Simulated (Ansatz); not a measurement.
Input file for Ansatz (a program for electronic structure): U-PBE/cc-pVTZ on GaH3O2 (SMILES [OH][GaH][OH]), a point of a bond scan (R = 1.060 Å).

Ansatz 0.2 input:
```yaml
crystal:
  periodic: [false, false, false]
  atoms:
    - {symbol: Ga, position_ang: [-0.24404156, -0.17751198, -0.15122784]}
    - {symbol: H, position_ang: [-1.35423056, -1.01629250, -0.82710093]}
    - {symbol: O, position_ang: [0.02041342, 1.53779605, -0.57659188]}
    - {symbol: H, position_ang: [0.81446748, 1.98057994, -0.03237723]}
    - {symbol: O, position_ang: [0.90232372, -0.75596542, 1.10558427]}
    - {symbol: H, position_ang: [0.79534111, -1.67580809, 1.36507609]}
basis:
  gaussian:
    orbitals: cc-pVTZ
hamiltonian:
  xc: {name: PBE}
magnetization: {spin_polarized: true, initial_magnetization: 0}
```

### Question
Give the final energy of this run.

### Answer
-2076.8002 hartree.
